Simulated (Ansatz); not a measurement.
Reaction (ligand exchange at the Si–C bond): `O=C([SiH3])O[SiH2]F` + `[NH2][Al]([NH2])[OH]` → `[NH2][Al]([NH2])[O][SiH3]` + `O=CO[SiH2]F`

Isolated molecules relaxed with PBE0-D4/def2-TZVP in Ansatz; ΔE leaves out vibrations. CBS: MP2 limit from def2 TZ/QZ plus the TZ coupled-cluster correction, frozen cores. This one scheme is used for every species. DFT in def2-TZVPP. B3LYP here is the variant with VWN-RPA as its local correlation; programs differ in this. Each species was taken in one conformer, which may not be the lowest.

CCSD(T)/CBS gives -125.6 kJ/mol.

Question: Another level gave -120.5 kJ/mol. Which?
A. B3LYP-D4/def2-TZVPP
B. PBE0/def2-TZVPP
C. SCS-MP2/def2-TZVPP
D. PBE/def2-TZVPP

Answer: B. PBE0 -120.5, B3LYP-D4 -128.1, PBE -110.1, SCS-MP2/def2-TZVPP -135.7 kJ/mol.

Largest T1 diagnostic among the species: 0.015.

In def2-TZVPP, CCSD(T) changes the Hartree–Fock value by +29.1 kJ/mol (the triples alone add +5.0 kJ/mol) and MP2 by +26.0 kJ/mol. From PBE to PBE0 (25 % exact exchange), in def2-TZVPP and without D4, ΔE moves by −10.5 kJ/mol.
